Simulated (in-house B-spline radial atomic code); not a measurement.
Ionising Ir²⁺ with different functionals

Computed with a radial B-spline atomic code at the basis-set limit: scalar-relativistic (spin-free X2C) Hamiltonian, Fermi nucleus of rms radius 5.4032 fm, spin-polarised at highest spin, spherical fractional occupations for the functionals, and exact exchange of hybrids averaged over the configuration. The ionisation energy is the difference of two self-consistent energies, [Xe] 4f14 5d7 → [Xe] 4f14 5d6, without Breit or QED terms; ε is the level of the shell that loses the electron (its least bound occupied spin orbital). There is no spin-orbit coupling in this Hamiltonian.

```json
{"method": "PBE0", "rung": "global hybrid", "ΔSCF (eV)": "28.83", "-ε(5d) (eV)": "24.74"}
{"method": "B3LYP", "rung": "global hybrid", "ΔSCF (eV)": "29.12", "-ε(5d) (eV)": "24.63"}
{"method": "TPSSh", "rung": "global hybrid", "ΔSCF (eV)": "28.79", "-ε(5d) (eV)": "23.66"}
{"method": "M06-2X", "rung": "global hybrid", "ΔSCF (eV)": "29.34", "-ε(5d) (eV)": "27.11"}
{"method": "BHandHLYP", "rung": "global hybrid", "ΔSCF (eV)": "28.70", "-ε(5d) (eV)": "26.29"}
{"method": "r2SCAN0", "rung": "global hybrid", "ΔSCF (eV)": "28.62", "-ε(5d) (eV)": "24.60"}
{"method": "B97-1", "rung": "global hybrid", "ΔSCF (eV)": "?", "-ε(5d) (eV)": "?"}
{"method": "HSE06", "rung": "range-separated hybrid", "ΔSCF (eV)": "28.81", "-ε(5d) (eV)": "24.31"}
{"method": "wB97X", "rung": "range-separated hybrid", "ΔSCF (eV)": "28.81", "-ε(5d) (eV)": "27.30"}
{"method": "CAM-B3LYP", "rung": "range-separated hybrid", "ΔSCF (eV)": "29.06", "-ε(5d) (eV)": "26.40"}
{"method": "LC-wPBE", "rung": "range-separated hybrid", "ΔSCF (eV)": "?", "-ε(5d) (eV)": "?"}
```

**Question.** What does LC-wPBE give?

**Answer.** ΔSCF 28.74 eV, and -ε(5d) = 27.60 eV.

**Question.** What does B97-1 give?

**Answer.** ΔSCF 28.99 eV, and -ε(5d) = 24.54 eV.

**Question.** Among the functionals, which spreads more, the ΔSCF values or the orbital energies?

**Answer.** The orbital energies: ΔSCF values span about 0.72 eV and the orbital energies 3.94 eV; here energy differences depend much less on the functional than eigenvalues do.

**Question.** How do they compare with the NIST value?

**Answer.** NIST lists 28 eV ± 1.6 (tabulated theory, ground level to ground level). Errors run from +0.62 to +1.34 eV; all lie within about twice that uncertainty, so the table can't rank the methods.
